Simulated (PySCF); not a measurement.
5,5-difluorooxolan-3-one (C4H4F2O2), SMILES C1(OCC(C1)=O)(F)F.

Geometry: r2SCAN-D4/def2-SVP. The values are those of a single conformer.

Two levels are set side by side: PBE/def2-TZVP (PySCF) and ωB97X/def2-TZVP (PySCF). Same geometry, gas phase. Differences are taken from unrounded values.

```tsv
quantity	ωB97X
orbital gap (eV)	11.35
highest occupied level (eV)	-10.43
lowest empty level (eV)	0.93
dipole moment (D)	0.91
```

Task: What does PBE give, and how far is it from ωB97X? (An estimate is asked for; the answer gives what the named calculation found.)

Result: 
```csv
quantity,PBE,PBE minus ωB97X
orbital gap (eV),3.86,-7.50
highest occupied level (eV),-6.38,4.04
lowest empty level (eV),-2.53,-3.45
dipole moment (D),0.87,-0.04
```

Without exact exchange PBE keeps part of each electron's self-repulsion, which lifts occupied levels and narrows the gap. Differences between two approximate levels are no errors against the true value.

Rough cost on one machine, each run with all the roots and properties that it gave: ωB97X against PBE within a factor of 2.
